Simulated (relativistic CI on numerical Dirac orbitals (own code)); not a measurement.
**Electric-dipole transitions in Ga²⁴⁺**

Method of calculation: Dirac-Coulomb-Breit CI, separate exchange-only KLI orbitals for each configuration, a model potential for QED, unscaled Slater integrals (own radial code, finite nucleus).

Configurations in the expansion (outside the closed core 1s2): 2s2.2p3, 2s.2p4, 2p5, 2p4.3s, 2p4.3p, 2p4.3d, 2s2.2p2.3s, 2s2.2p2.3p, 2s2.2p2.3d, 2s.2p3.3s, 2s.2p3.3p, 2s.2p3.3d, 2s2.2p2.4s, 2s2.2p2.4p, 2s2.2p2.4d, 2s2.2p2.4f. Levels of other configurations are missing.

| λ vac (Å) | Lower | Upper | A (s⁻¹) | log gf | S velocity/length |
| --- | --- | --- | --- | --- | --- |
| 8.5118 | 2s2.2p3 2P°_1/2 [4] | 2s2.2p2.3d 2D_3/2 [86] | 3.16e+13 | 0.14 | 0.99 |
| 8.5142 | 2s2.2p3 4S°_3/2 [1] | 2s2.2p2.3d 4P_1/2 [56] | 4.53e+13 | -0.01 | 0.97 |
| 8.5153 | 2s2.2p3 2D°_3/2 [2] | 2s2.2p2.3d 2D_5/2 [73] | 1.64e+13 | 0.03 | 1.00 |
| 8.5225 | 2s2.2p3 4S°_3/2 [1] | 2s2.2p2.3d 4P_3/2 [55] | 4.21e+13 | 0.26 | 0.98 |
| 8.5331 | 2s2.2p3 4S°_3/2 [1] | 2s2.2p2.3d 4D_5/2 [54] | 2.36e+13 | 0.19 | 0.98 |
| 8.5472 | 2s2.2p3 2D°_5/2 [3] | 2s2.2p2.3d 2F_7/2 [78] | 5.17e+13 | 0.66 | 1.00 |
| 8.5574 | 2s.2p4 4P_5/2 [6] | 2s.2p3.3d 4S°_3/2 [160] | 4.26e+13 | 0.27 | 0.95 |
| 8.5696 | 2s2.2p3 2D°_5/2 [3] | 2s2.2p2.3d 2D_5/2 [73] | 2.24e+13 | 0.17 | 0.97 |
| 8.5765 | 2s.2p4 4P_5/2 [6] | 2s.2p3.3d 4D°_5/2 [158] | 4.26e+13 | 0.45 | 0.97 |
| 8.5888 | 2s.2p4 4P_5/2 [6] | 2s.2p3.3d 4D°_7/2 [151] | 3.95e+13 | 0.54 | 0.99 |
| 8.6426 | 2s2.2p3 2D°_3/2 [2] | 2s2.2p2.3d 2D_5/2 [61] | 4.12e+13 | 0.44 | 0.99 |
| 8.6450 | 2s2.2p3 2P°_3/2 [5] | 2s2.2p2.3d 2D_5/2 [85] | 3.57e+13 | 0.38 | 0.99 |
| 8.7034 | 2s2.2p3 2D°_5/2 [3] | 2s2.2p2.3d 2G_7/2 [60] | 3.08e+13 | 0.45 | 1.00 |
| 8.7128 | 2s2.2p3 2P°_3/2 [5] | 2s2.2p2.3d 2D_5/2 [83] | 3.43e+13 | 0.37 | 0.99 |
| 8.7165 | 2s2.2p3 4S°_3/2 [1] | 2s2.2p2.3d 4F_5/2 [37] | 1.39e+13 | -0.02 | 0.98 |
| 8.7209 | 2s2.2p3 2P°_3/2 [5] | 2s2.2p2.3d 2P_3/2 [82] | 3.58e+13 | 0.21 | 0.96 |
| 8.7386 | 2s.2p4 2D_5/2 [10] | 2s.2p3.3d 2F°_7/2 [186] | 2.18e+13 | 0.30 | 1.00 |
| 8.7443 | 2s.2p4 4P_3/2 [7] | 2s.2p3.3d 4P°_5/2 [142] | 2.72e+13 | 0.27 | 0.98 |
| 8.7763 | 2s2.2p3 2P°_1/2 [4] | 2s2.2p2.3d 2D_3/2 [62] | 2.63e+13 | 0.08 | 0.98 |
| 8.8403 | 2s.2p4 4P_5/2 [6] | 2s.2p3.3d 4D°_7/2 [109] | 2.33e+13 | 0.34 | 1.00 |

Terms are leading LS components. Brackets give the number of a level in order of energy, since labels repeat. The list gives strong lines, with weight on those to low levels, among the lowest 200 of 359 levels, so that lines to higher ones, which can be the strongest, are missing. Levels whose partners in the same complex of configurations lie outside the list can be far off, and so can their lines. Rates are taken at the computed energies, electric ones in the length gauge. A velocity-to-length ratio far from 1 marks an uncertain rate.

At this charge energies of transitions that change n are usually good to better than 1 %, and those within a shell (Δn = 0) to a few per cent.

LS names give the leading component of a level, which can be under half, so a name can repeat, a term be missing and a line seem to break the LS rules.
